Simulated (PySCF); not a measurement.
Choosing a molecule for a target property.

Each SMILES stands for a single optimised conformer of the isolated species, non-relativistic unless stated; the electronic structure was computed with PySCF and density fitting.

Dipoles, sizes and rotational constants follow the conformer. The torsions of the flexible species, by atom-mapped SMILES:
- `[CH2:1]/[C:2](=[CH:3]\[F:4])[C:5](=[CH2:6])/[CH:7]=[CH:8]/[F:9]`: C1–C2–C5–C6 -56°, C2–C5–C7–C8 -10°
- `[O:1][CH2:2][OH:3]`: H–O3–C2–O1 0°
- `[H]/[C:1]=[C:2](\[CH:3]=[CH:4]\[F:5])[C:6](/[CH3:7])=[CH:8]/[F:9]`: C1–C2–C3–C4 -43°, C1–C2–C6–C7 -13°

(1) Wanted: smallest rotational constant below 0.7 GHz (GFN2-xTB) and isotropic g value below 2.007 (unrestricted B3LYP/pcH-1, mean-field spin–orbit), at GFN2-xTB geometries. Which candidate meets both?
A. `[O]CO` [radical]
B. `C[C@@H]1[CH]C(F)=C(F)C=C1` [radical]
C. `[CH2]/C(=C\F)C(=C)/C=C/F` [radical]
D. `[H]/[C]=C(\C=C\F)C(/C)=C/F` [radical]

Answers

(1) D. Computed values:
| species | smallest rotational constant | isotropic g value |
| --- | --- | --- |
| [H]/[C]=C(\C=C\F)C(/C)=C/F [radical] | 0.661 GHz | 2.00216 |
| [CH2]/C(=C\F)C(=C)/C=C/F [radical] | 0.796 GHz | 2.00328 |
| C[C@@H]1[CH]C(F)=C(F)C=C1 [radical] | 0.953 GHz | 2.00302 |
| [O]CO [radical] | 9.790 GHz | 2.01012 |
